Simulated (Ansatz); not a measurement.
`FCC(F)(C(F)(F)F)C(F)(F)F` at its PBE0-D4/def2-TZVP geometry, where that method's forces vanish. Total charge 0; spin multiplicity 1.

```xyz
14

F    -0.6504    0.2715    2.2814
C     0.0310   -0.4906    1.3747
C     0.2570    0.2840    0.0847
F     1.1539    1.2899    0.2962
C    -1.0488    0.9372   -0.4370
F    -2.0576    0.0688   -0.3698
F    -1.3522    1.9979    0.2927
F    -0.9267    1.3320   -1.7018
C     0.8844   -0.6613   -0.9666
F     1.3813    0.0055   -1.9935
F     1.8818   -1.3535   -0.4088
F    -0.0185   -1.5330   -1.4136
H    -0.5409   -1.3987    1.1692
H     1.0056   -0.7496    1.7922
```

**Question.** What forces (eV/Å) does B3LYP-D4/def2-TZVPP give on these atoms in the Gaussian-basis code of Ansatz? (Best estimate.)

**Answer.** Computed: 
```
F1  -0.200  0.220  0.281
C2   0.218 -0.388 -0.076
C3  -0.167 -0.196 -0.043
F4   0.279  0.310  0.080
C5   0.206 -0.075  0.084
F6  -0.345 -0.290  0.015
F7  -0.108  0.358  0.246
F8   0.038  0.131 -0.427
C9  -0.085  0.171  0.144
F10  0.166  0.222 -0.349
F11  0.345 -0.238  0.179
F12 -0.303 -0.299 -0.158
H13  0.042  0.063  0.037
H14 -0.085  0.011 -0.013
```

B3LYP here is the variant with VWN-RPA as its local correlation; programs differ in this.
